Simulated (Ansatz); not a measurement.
Geometry optimisation, Ansatz, UKS PBE0/def2-SVP.

Input:

```yaml
crystal:
  periodic: [false, false, false]
  atoms:
    - { symbol: Ge, position_ang: [0.31687, 0.113964, -0.058236] }
    - { symbol: H, position_ang: [-0.13152, 0.260437, 2.662959] }
    - { symbol: O, position_ang: [1.690122, -0.049839, -1.179837] }
    - { symbol: H, position_ang: [1.906037, -0.984611, -1.298741] }
    - { symbol: Cl, position_ang: [-0.964014, 1.707629, -0.835281] }
    - { symbol: O, position_ang: [-0.486339, -1.464774, -0.165757] }
    - { symbol: H, position_ang: [-1.118201, -1.615514, 0.573631] }
    - { symbol: F, position_ang: [-0.725955, -0.462191, 2.68006] }
magnetization:
  spin_polarized: true
  initial_magnetization: 1
basis:
  gaussian: { orbitals: def2-SVP }
hamiltonian:
  xc: pbe0
relax:
  f_tol: 0.03
  max_steps: 50
```

Launched with:

```bash
$ ansatz run input.yaml --threads 4 --pin off --max-ram 5120MiB --backend cpu --events-out ev --progress --plain --runs-dir out
```

**Question.** Where does it end, and by what steps?

**Answer.** It converged. After 40 steps the energy has fallen by 0.336 eV; H2 moved furthest, 1.37 Å.

| step | energy less start (eV) | largest force component (eV/Å) | accepted |
| --- | --- | --- | --- |
| 0 | 0.0000 | 0.662 | yes |
| 2 | -0.0215 | 0.636 | yes |
| 4 | -0.0584 | 0.297 | yes |
| 6 | -0.0593 | 0.761 | no |
| 8 | -0.0801 | 0.461 | no |
| 10 | -0.0876 | 0.094 | yes |
| 12 | -0.0916 | 0.149 | yes |
| 14 | -0.0941 | 0.057 | yes |
| 16 | -0.0954 | 0.088 | yes |
| 18 | -0.0964 | 0.138 | yes |
| 20 | -0.0974 | 0.055 | yes |
| 22 | -0.0996 | 0.082 | yes |
| 24 | -0.1036 | 0.193 | yes |
| 26 | -0.1108 | 0.588 | yes |
| 28 | -0.1590 | 0.365 | yes |
| 30 | -0.0177 | 3.484 | no |
| 32 | -0.2035 | 0.447 | yes |
| 34 | -0.2910 | 0.576 | yes |
| 36 | -0.3277 | 0.399 | yes |
| 38 | -0.3343 | 0.147 | yes |
| 40 | -0.3357 | 0.023 | yes |

```xyz
8
Properties=species:S:1:pos:R:3
Ge 0.949 0.040 -0.038
H -1.269 0.371 1.912
O 1.327 -0.092 -1.759
H 1.230 -1.009 -2.054
Cl -0.683 1.554 0.180
O 0.291 -1.532 0.422
H -0.224 -1.459 1.246
F -1.134 -0.369 2.472
```

Whether the end is a true minimum wasn't checked by a vibrational analysis.

The run took 93 s on 4 threads of AMD EPYC 7B13 (Zen 3) (shared host), peak memory 0.39 GiB.
